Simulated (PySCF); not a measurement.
$^{29}$Si chemical shifts

All values are calculated (PySCF 2.14.0 with density-fitted response routines): NMR shieldings at PBE0/pcSseg-1/GIAO, coordinates at the GFN2-xTB level. A single conformation, no relativistic terms, rapidly exchanging positions averaged, no solvent model.

Shieldings were converted by a linear fit to measured shifts: $^{29}$Si (scatter 8.9 ppm rms, 25.8 ppm with the 6 outliers that the fit left out vs TMS, solution or neat liquid). A few per cent of atoms miss by over 2 rms, more outside the fitted compound classes.

Task: Give the $^{29}$Si shifts of `C=C[Si@@H](CSC)[SiH2]F`, `O=C[C@@H]1C[SiH2][C@@H](C(F)F)C1`, `CC[Si]([SiH3])([SiH3])CNC`, `COC1=C[C@@H](C(F)F)[SiH2]C1`, `[SiH3]/C=C(/[SiH3])O[SiH2]P`, `CC(=O)C#C[SiH2][Si@H]([SiH3])P`.

Result: 
```csv
compound,environment,δ (ppm)
[CH2:1]=[CH:2][Si@@H:3]([CH2:4][S:5][CH3:6])[SiH2:7][F:8],"Si7: silicon bonded to F, Si, 2 H",6.6
[CH2:1]=[CH:2][Si@@H:3]([CH2:4][S:5][CH3:6])[SiH2:7][F:8],"Si3: silicon bonded to 2 C, Si, H",-52.1
O=C[C@@H]1C[SiH2][C@@H](C(F)F)C1,"silicon bonded to 2 C, 2 H, in a 5-membered ring",-32.1
[CH3:1][CH2:2][Si:3]([SiH3:4])([SiH3:5])[CH2:6][NH:7][CH3:8],"Si3: silicon bonded to 2 C, 2 Si",-38.6
[CH3:1][CH2:2][Si:3]([SiH3:4])([SiH3:5])[CH2:6][NH:7][CH3:8],"Si4/5: silicon bonded to Si, 3 H (×2)",-104.0
COC1=C[C@@H](C(F)F)[SiH2]C1,"silicon bonded to 2 C, 2 H, in a 5-membered ring",-38.4
[SiH3:1]/[CH:2]=[C:3](/[SiH3:4])[O:5][SiH2:6][PH2:7],"Si6: silicon bonded to O, P, 2 H",-21.7
[SiH3:1]/[CH:2]=[C:3](/[SiH3:4])[O:5][SiH2:6][PH2:7],"Si4: silicon bonded to C, 3 H",-74.5
[SiH3:1]/[CH:2]=[C:3](/[SiH3:4])[O:5][SiH2:6][PH2:7],"Si1: silicon bonded to C, 3 H",-81.2
[CH3:1][C:2](=[O:3])[C:4]#[C:5][SiH2:6][Si@H:7]([SiH3:8])[PH2:9],"Si6: silicon bonded to C, Si, 2 H",-82.1
[CH3:1][C:2](=[O:3])[C:4]#[C:5][SiH2:6][Si@H:7]([SiH3:8])[PH2:9],"Si7: silicon bonded to P, 2 Si, H",-87.0
[CH3:1][C:2](=[O:3])[C:4]#[C:5][SiH2:6][Si@H:7]([SiH3:8])[PH2:9],"Si8: silicon bonded to Si, 3 H",-98.8
```
